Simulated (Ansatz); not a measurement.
The inner images of a band of F3H2NTi + H2S (10 atoms, charge 0, multiplicity 1) are given out of order.

Theory: Ansatz, RKS B3LYP-D4/def2-SVP.

First end point:

```xyz
10
Properties=species:S:1:pos:R:3
Ti 0.425 -0.083 -0.001
N 0.190 0.139 1.809
H 0.892 0.046 2.542
H -0.727 0.420 2.175
F 1.875 -1.021 -0.246
F 0.584 1.482 -0.782
F -1.049 -0.825 -0.630
S -3.318 0.231 1.738
H -2.841 -0.252 0.566
H -3.257 -0.988 2.322
```

Last end point:

```xyz
10
Properties=species:S:1:pos:R:3
Ti -0.300 0.202 -0.063
N -0.572 -0.582 2.094
H -1.222 -1.366 2.175
H 0.346 -0.921 2.391
F 0.901 1.189 0.760
F -0.225 0.837 -1.686
F 0.137 -1.483 -0.314
S -2.561 0.791 0.065
H -2.871 0.349 1.305
H -0.858 0.133 2.766
```

Q: Put them in order from the first end to the last, with their energies above the first end.
A.
```xyz
10
Properties=species:S:1:pos:R:3
Ti 0.287 -0.141 0.114
N 0.313 -0.032 1.956
H 1.040 -0.372 2.584
H -0.456 0.416 2.453
F 1.869 -0.689 -0.367
F -0.111 1.413 -0.583
F -0.936 -1.300 -0.432
S -3.128 0.576 1.255
H -2.825 -0.343 0.309
H -3.279 -0.380 2.201
```
B.
```xyz
10
Properties=species:S:1:pos:R:3
Ti -0.371 0.031 -0.076
N -0.489 -0.399 2.165
H -0.090 -1.301 2.436
H 0.107 0.319 2.583
F 1.323 0.073 0.467
F -0.104 1.071 -1.451
F -0.793 -1.576 -0.591
S -2.407 1.165 0.420
H -2.984 0.063 0.964
H -1.418 -0.297 2.575
```
C.
```xyz
10
Properties=species:S:1:pos:R:3
Ti -0.340 0.085 -0.099
N -0.605 -0.596 2.119
H -0.255 -1.557 2.113
H -0.015 -0.052 2.751
F 1.012 0.964 0.598
F -0.270 0.527 -1.784
F -0.132 -1.662 -0.249
S -2.470 1.033 0.093
H -2.606 1.036 1.438
H -1.547 -0.628 2.511
```
D.
```xyz
10
Properties=species:S:1:pos:R:3
Ti -0.146 -0.109 0.108
N -0.301 -0.154 2.119
H -0.031 -1.035 2.565
H 0.181 0.606 2.608
F 1.471 -0.779 0.082
F 0.122 1.440 -0.627
F -0.988 -1.357 -0.769
S -2.691 0.770 0.865
H -3.204 -0.462 0.643
H -1.639 0.231 1.898
```
E.
```xyz
10
Properties=species:S:1:pos:R:3
Ti 0.147 -0.131 0.170
N 0.198 -0.136 2.027
H 0.370 -0.976 2.579
H 0.241 0.698 2.611
F 1.696 -0.731 -0.382
F -0.011 1.497 -0.426
F -0.981 -1.358 -0.410
S -3.145 0.670 0.934
H -3.102 -0.530 0.314
H -2.640 0.148 2.074
```

A: A (+0.01 eV), E (+0.07 eV), D (+0.56 eV), B (-0.51 eV), C (-0.69 eV).

Run time: 5.6 min on 4 threads of Arm Neoverse V2, with other jobs on the host, peak memory 0.37 GiB.
